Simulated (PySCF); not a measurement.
**Two-component Hartree-Fock for Pd³⁺ (palladium, charge +3)**

Start: [Kr] 4d6 5s1; 4d3/2 filled at m_j = +3/2; 4d5/2 filled at m_j = -3/2, -1/2, +1/2, +3/2, +5/2; 5s1/2 filled at m_j = +1/2. Calculated with PySCF 2.14 in x2c-SVPall-2c with one added diffuse shell each of s, p, d type (7s9p7d1f, 76 functions): generalised Hartree-Fock with the X2C-1e Hamiltonian and a Gaussian nucleus; one run each with spin-orbit coupling (SO) switched off, then screened by Boettger's factors. This is a chosen level, not necessarily the ground level.

```tsv
spinor shell	electrons	ε, spin-free (eV)	ε, screened SO (eV)	weight of nominal j (screened SO)	rms radius, screened SO (bohr)
1s1/2	2	-24521.5	-24519.8	1.000	0.0366
2s1/2	2	-3706.2	-3705.7	1.000	0.150
2p1/2	2	-3322.0	-3432.5	1.000	0.130
2p3/2	4	-3322.0	-3270.7	1.000	0.135
3s1/2	2	-744.93	-744.76	1.000	0.403
3p1/2	2	-615.22	-635.16	1.000	0.399
3p3/2	4	-615.22	-605.84	1.000	0.410
3d3/2	4	-409.38	-413.05	0.975	0.387
3d5/2	6	-409.38	-406.73	0.984	0.390
4s1/2	2	-152.42	-152.36	1.000	1.00
4p1/2	2	-111.69	-118.69	0.738	1.08
4p3/2	4	-111.69	-108.24	0.869	1.09
4d5/2	5	-56.127	-56.933	0.551	1.35
4d3/2	1	-56.127	-52.152	0.754	1.37
5s1/2	1	-35.230	-35.224	1.000	2.86
```

| quantity | spin-free | screened SO |
| --- | --- | --- |
| E (hartree) | -5039.44164 | -5040.28035 |
| M_J | 9/2 | 9/2 |
| ⟨J²⟩ | 24.755 | 24.759 |
| ⟨L²⟩ | 6.004 | 6.116 |
| ⟨S²⟩ | 8.751 | 8.682 |

Each row is a mean over spinors that exchange with the open shell spreads, by up to 11.249 eV (4p3/2).

Rows whose weight is well below 1 are mixtures of j = l ± 1/2: exchange outweighs spin-orbit coupling there, and the label is only the starting occupation.

Breit and QED terms are absent; they matter most for the inner s and p1/2 levels.

Densities and radii are taken from the X2C orbitals without a picture-change correction, which distorts them close to the nucleus.

Without spin-orbit coupling the j labels of p, d and f shells carry no meaning; the spin-free column gives the mean over the occupied spinors of each nl shell.
